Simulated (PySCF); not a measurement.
Job file and geometry (Å, from GFN2-xTB) of an NMR shielding run on SMILES S[SiH2][SiH2]C(C)(C)C=O, C$_{4}$H$_{12}$OSSi$_{2}$, PySCF, GIAO PBE0/pcSseg-1 NMR shielding, non-relativistic, gas phase; density fitting, a coarse starting grid and PySCF grid level 2 are the driver's defaults:

```
$ OMP_NUM_THREADS=1 python probes_run.py task.json out

{"job": {"kind": "nmr", "xc": "PBE0", "basis": "pcSseg-1"}, "charge": 0, "multiplicity": 1}
C     -2.061581     1.095698    -0.695982
C     -0.954782     0.117970    -0.336760
C     -1.244619    -0.553700     1.009510
C     -0.750042    -0.904280    -1.374576
O      0.143000    -1.727807    -1.352564
Si     0.793108     0.967353    -0.216767
Si     2.261759    -0.830887    -0.232492
S      4.166775    -0.024834     0.468817
H     -2.115581     1.889315     0.045145
H     -1.876053     1.551199    -1.666036
H     -3.030874     0.597803    -0.728849
H     -0.507838    -1.322345     1.227921
H     -2.228857    -1.022594     0.989657
H     -1.237181     0.181232     1.811205
H     -1.432214    -0.867728    -2.243403
H      0.705306     1.831323     0.972908
H      0.881015     1.887870    -1.361475
H      2.720666    -1.322329    -1.521761
H      1.996846    -1.910509     0.718988
H      3.765996     0.377927     1.664085
```

**Question.** What does the program print?

**Answer.** 
```
coarse grid: 17744 points
cycle   1  E = -1211.1525745528  dE =  7.672e-01  |g| = 7.658e-01  |ddm| = 3.959e+00
cycle   2  E = -1210.8270001695  dE =  3.256e-01  |g| = 1.505e+00  |ddm| = 2.131e+00
cycle   3  E = -1211.2688279914  dE = -4.418e-01  |g| = 2.037e-01  |ddm| = 1.619e+00
cycle   4  E = -1211.2780811864  dE = -9.253e-03  |g| = 6.003e-02  |ddm| = 2.581e-01
cycle   5  E = -1211.2789070200  dE = -8.258e-04  |g| = 1.299e-02  |ddm| = 7.177e-02
cycle   6  E = -1211.2789449292  dE = -3.791e-05  |g| = 4.693e-03  |ddm| = 1.846e-02
cycle   7  E = -1211.2789497429  dE = -4.814e-06  |g| = 1.035e-03  |ddm| = 5.780e-03
final grid: 156104 points
cycle   8  E = -1211.3374563092  dE = -2.943e-05  |g| = 1.278e-02  |ddm| = 3.564e-02
cycle   9  E = -1211.3373716790  dE =  8.463e-05  |g| = 2.446e-02  |ddm| = 3.032e-02
cycle  10  E = -1211.3374883656  dE = -1.167e-04  |g| = 2.620e-03  |ddm| = 2.096e-02
cycle  11  E = -1211.3374898126  dE = -1.447e-06  |g| = 2.655e-04  |ddm| = 2.493e-03
cycle  12  E = -1211.3374898287  dE = -1.608e-08  |g| = 1.154e-04  |ddm| = 4.788e-04
cycle  13  E = -1211.3374898317  dE = -3.043e-09  |g| = 2.677e-05  |ddm| = 1.277e-04
cycle  14  E = -1211.3374898319  dE = -1.683e-10  |g| = 4.172e-06  |ddm| = 2.895e-05
converged SCF energy = -1211.3374898319

GIAO shielding tensors (ppm)
atom      isotropic    diamagn.    paramagn.     s11        s22        s33       span
  0 C      163.968     246.679     -82.711    149.391    155.578    186.937     37.546
  1 C      145.591     256.798    -111.207    115.715    151.502    169.555     53.840
  2 C      160.199     248.092     -87.893    140.423    155.371    184.803     44.380
  3 C      -38.788     252.293    -291.081   -142.460    -58.296     84.393    226.853
  4 O     -315.335     402.844    -718.179   -869.840   -412.100    335.936   1205.776
  5 Si     378.374     882.630    -504.256    306.658    366.834    461.628    154.970
  6 Si     424.661     878.072    -453.411    399.387    432.541    442.054     42.668
  7 S      749.178    1056.217    -307.039    658.096    683.050    906.387    248.291
  8 H       30.438      30.506      -0.068     26.338     29.257     35.720      9.382
  9 H       30.202      30.875      -0.673     25.402     28.577     36.628     11.226
 10 H       30.248      30.507      -0.259     25.957     27.698     37.090     11.133
 11 H       30.026      32.089      -2.063     24.737     30.129     35.211     10.474
 12 H       30.500      31.354      -0.854     25.972     28.264     37.264     11.292
 13 H       30.551      32.062      -1.512     27.083     28.516     36.053      8.970
 14 H       21.641      30.884      -9.243     19.011     20.203     25.709      6.698
 15 H       27.954      31.709      -3.755     24.726     27.270     31.867      7.141
 16 H       27.646      31.083      -3.437     23.748     27.133     32.057      8.309
 17 H       26.935      28.936      -2.001     22.375     26.885     31.546      9.171
 18 H       26.066      29.613      -3.547     21.234     26.460     30.505      9.272
 19 H       32.278      31.253       1.025     24.118     29.669     43.046     18.927
```

**Question.** Turn these shieldings into chemical shifts. Shifts are taken against calculated references (same method and geometry level): ¹³C (186.93 ppm) and ²⁹Si (349.16 ppm) and ¹H (31.72 ppm) vs TMS; H2O for ¹⁷O (336.08 ppm); ³³S (503.73 ppm) vs CS2.

**Answer.** Averaging equivalent atoms: C 3: 225.7; C 1: 41.3; C 0/2: 24.8; O 4: 651.4; Si 5: -29.2; Si 6: -75.5; S 7: -245; H 14: 10.08; H 17/18: 5.22; H 15/16: 3.92; H 8/9/10/11/12/13: 1.39; H 19: -0.56 ppm. Unscaled 17O shifts of doubly bonded oxygen tend to come out too high, by tens of ppm or more. Experimental scales use liquid or dissolved standards, which lie at an offset from isolated H2O (liquid H2O: subtract about 36 ppm).

Size and cost of the density-fitted run: 217 basis functions, 3.1 min wall time (2.6 min CPU) on 1 thread of an Intel Xeon, shared host; peak memory 0.89 GiB.
